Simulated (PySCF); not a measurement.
Core-level binding energies of `F[SiH2]C(F)F`

Species: CH3F3Si.
Bonds: F1–Si2, Si2–C3, C3–F4, C3–F5. Hydrogens: H6, H7 on Si2; H8 on C3.

Method used: delta-SCF UKS SCAN, pcX-2 on the ionised atom, pcseg-1 elsewhere, spin-free X2C in PySCF 2.14.0. Binding energies are ΔSCF values: E(core-ionised, relaxed orbitals) − E(ground state) at a fixed geometry, referred to the vacuum level.

Task: What binding energy does each computed site have?

Result: 
| atom(s) | environment | level | binding energy (eV) | 2p1/2 (eV) | above the level's lowest (eV) | count |
| --- | --- | --- | --- | --- | --- | --- |
| Si2 | fluorine-bound silicon | Si 1s | 1848.51 | – | 0.00 | 1 |
| F4/F5 | fluorine of a CF2 group | F 1s | 693.28 | – | +0.35 | 2 |
| F1 | silicon-bound fluorine | F 1s | 692.93 | – | 0.00 | 1 |
| C3 | CHF2 carbon | C 1s | 295.31 | – | 0.00 | 1 |
| Si2 | fluorine-bound silicon | Si 2p3/2 | 108.68 | 109.30 | 0.00 | 1 |

The listed F 1s values span 0.35 eV, from F1 (bonded to Si) to F4/F5 (bonded to C). Summing the Pauling electronegativity differences to the bonded atoms, each weighted by its formal bond order, gives -2.08 for the lowest site and -1.43 for the highest.

Task: Which photon energy gives electrons from Si 2p3/2 of Si2 a kinetic energy of 150 eV, and what is their de Broglie wavelength?

Result: hν = 108.68 + 150 = 258.68 eV, recoil neglected; λ = 12.264 Å/√(E/eV) = 1.00 Å.

One atom of each set of topologically equivalent atoms was ionised and stands for the set; in this conformer not all members are related by symmetry, and their own values weren't computed. 2p3/2 and 2p1/2 are the ΔSCF energy of one spin-free 2p hole plus the eigenvalues of a spin–orbit and ligand-field matrix of the shell. 2p1/2 minus 2p3/2 (ligand field included): Si 0.63 eV. The structure is a single GFN2-xTB conformer in the gas phase; no vibrational or solvent corrections.

Shape of the structure used: `[F:1][SiH2:2][CH:3]([F:4])[F:5]`: F1–Si2–C3–F4 96°.
